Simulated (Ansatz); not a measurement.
Method: frozen-core CCSD(T)/cc-pVTZ // M06-2X/def2-TZVP run with Ansatz (an electronic-structure program).

Ansatz 0.2 input:
```yaml
crystal:
  periodic: [false, false, false]
  atoms:
    - { symbol: B, position_ang: [2.282737, 0.280741, 0.203442] }
    - { symbol: C, position_ang: [0.801265, 0.099419, 0.015145] }
    - { symbol: C, position_ang: [-0.389722, -0.045971, -0.136841] }
    - { symbol: C, position_ang: [-1.821404, -0.224785, -0.31375] }
    - { symbol: H, position_ang: [2.800651, 1.301531, -0.113595] }
    - { symbol: H, position_ang: [2.933345, -0.59719, 0.668968] }
    - { symbol: H, position_ang: [-2.25038, 0.572368, -0.920121] }
    - { symbol: H, position_ang: [-2.029193, -1.182928, -0.790992] }
    - { symbol: H, position_ang: [-2.315023, -0.223193, 0.659197] }
basis:
  gaussian: { orbitals: cc-pVTZ }
correlation:
  method: ccsd_t
```

Output:

```
Functional definition: HF
1075 factors; integrals over basis functions are off by at most 1.2e-3 eV
mean field evaluation 1: about -3839.3258 eV, gradient 2.8e1 eV
mean field evaluation 2: about -3839.3293 eV, gradient 2.8e1 eV
mean field evaluation 4: about -3841.8063 eV, gradient 3.6e0 eV
mean field evaluation 8: about -3841.8515 eV, gradient 6.4e-4 eV
mean field evaluation 16: about -3841.8489 eV, gradient 2.5e-1 eV
mean field -3841.85153001 eV, -141.1854396275 hartree, gradient 1.1e-6 eV, S^2 0.000000; 0 other end points of the search recorded, 0 dependent functions left out
4 core orbitals not correlated
reference -3841.85153001 eV, -141.1854396275 hartree; 10, 10 occupied and 176, 176 virtual orbitals, 1075 factors
second order -15.56253545 eV of doubles, -0.00000000 eV of singles
cycle   1  -15.87006696 eV  change   -3.1e-1 eV  update   9.6e-2
cycle   2  -16.33540702 eV  change   -4.7e-1 eV  update   2.9e-2
cycle   3  -16.43134768 eV  change   -9.6e-2 eV  update   1.3e-2
cycle   4  -16.42925429 eV  change    2.1e-3 eV  update   3.5e-3
cycle   5  -16.43020101 eV  change   -9.5e-4 eV  update   1.3e-3
cycle   6  -16.43029184 eV  change   -9.1e-5 eV  update   4.2e-4
cycle   7  -16.43029468 eV  change   -2.8e-6 eV  update   1.4e-4
cycle   8  -16.43031528 eV  change   -2.1e-5 eV  update   7.2e-5
cycle   9  -16.43031576 eV  change   -4.9e-7 eV  update   3.1e-5
cycle  10  -16.43030082 eV  change    1.5e-5 eV  update   1.1e-5
perturbative correction -0.76614657 eV, -0.0281553673 hartree
Total energy: -3859.04797741 eV, -141.8173974130 hartree
```

Cost: around 90 core-seconds (rough).
